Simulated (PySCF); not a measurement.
**HfOCl₂, singlet: computed properties**

These are results of PBE0 in PySCF with Hf def2-SVP with ECP60, O def2-SVP, Cl def2-SVP; scalar-relativistic core potentials, no spin–orbit coupling; density-fitted integrals, not measurements.

The structure is a minimum.

Coordinates in bohr (charge 0 multiplicity 1):
```
Hf    0.0000   -0.3257    0.3577
O     0.0000    0.8721    3.4294
Cl    3.8668    0.5883   -1.7115
Cl   -3.8668    0.5883   -1.7115
```

| Quantity | Value |
| --- | --- |
| Point group | Cs |
| Bond lengths | Hf–Cl 2.371 Å (×2), Hf–O 1.745 Å |
| Bond angles | Cl–Hf–Cl 119.3°, Cl–Hf–O 110.9° (×2) |
| Atomisation energy without zero-point energy | 1678 kJ/mol |
| Zero-point energy | 12.5 kJ/mol |
| Principal polarisabilities | 36.1, 55.2, 64.0 bohr³ |
| Enthalpy at 298.15 K above 0 K | 17.26 kJ/mol |
| Rotational symmetry number | 1 |
| Lowest empty level | -3.54 eV |
| Heat capacity Cp at 298.15 K | 71.8 J/(mol K) |
| Principal quadrupole moments (Buckingham, traceless) about the centre of mass | -8.22, -6.50, 14.73 D Å |
| Entropy at 298.15 K and 1 bar | 346.2 J/(mol K) |
| Rotational constants | 0.1277, 0.05493, 0.04104 cm⁻¹ |
| Highest occupied level | -8.79 eV |
| Dipole moment | 4.41 D |

Harmonic modes (masses in u: Hf 179.947, O 15.995, Cl 34.969):
```
symmetry  ω (cm⁻¹)  IR (km/mol)
      a'        63         29.4
      a'       115         15.0
     a''       189          6.2
      a'       369         24.8
     a''       387         93.1
      a'       959          168
```

Charges (e):
```
 atom  Mulliken  Löwdin  polar tensor  Mayer order to Hf1
  Hf1      0.93    0.02          2.10                   –
   O2     -0.33   -0.16         -0.90                2.35
Cl3,4     -0.30    0.07         -0.60                1.16
```

Mulliken populations on Hf1 (electrons outside its core potential): s 2.35, p 6.29, d 2.28, f 0.15.

Outer orbital energies (eV). occupied: -10.63, -10.13, -9.94, -9.83, -9.46, -9.44, -8.91, -8.79; empty: -3.54, -2.06, -1.09, -0.04.

Formally Hf is in oxidation state +4, d0. The polar-tensor charge on Hf, 2.10, is far below the formal one.

Stability towards spin polarisation was not tested. This need not be the most stable arrangement of these atoms. With an element this heavy the missing spin–orbit coupling can shift these numbers.

The final relaxation and frequency run took 73 s on 2 threads of a shared Arm Neoverse N1 host, with 82 basis functions and 16 gradients; the process peaked at 0.96 GiB.
